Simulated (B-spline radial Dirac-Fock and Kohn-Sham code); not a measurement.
## Elastic and transport cross sections of iron for electrons

Calculated with an atomic code on a B-spline grid, using relativistic (Dirac) partial waves in the static field of the Dirac-Fock atom with Furness-McCarthy exchange, without polarisation or absorption potentials. Below a few hundred eV the neglected polarisation potential matters, most of all at small angles. σ_tr1 and σ_tr2 weight the cross section with 1 − P₁ and 1 − P₂ of cos θ; "backward" is the share scattered beyond 90°.

```csv
energy (eV),σ (a₀²),σ_tr1 (a₀²),σ_tr2 (a₀²),σ/σ_tr1,backward (%)
261,12.7,4.99,3.80,2.54,18
300,11.8,4.38,3.39,2.70,16
354,10.9,3.71,3.00,2.93,14
497,?,?,?,?,?
500,9.06,2.54,2.36,3.57,11
562,8.51,2.21,2.17,3.86,11
570,8.45,2.17,2.15,3.89,10
585,8.33,2.10,2.10,3.96,10
715,7.47,1.64,1.80,4.56,8.7
913,6.54,1.19,1.46,5.48,7.0
1000,6.21,1.06,1.35,5.88,6.4
1210,5.58,0.815,1.12,6.85,5.3
1500,4.93,0.603,0.894,8.17,4.2
```

Question: Fill in the row for 497 eV.

Answer: σ = 9.09 a₀², σ_tr1 = 2.55 a₀², σ_tr2 = 2.37 a₀², σ/σ_tr1 = 3.56, backward 12 %. The ratio σ/σ_tr1 is roughly the number of elastic collisions that randomise the direction.
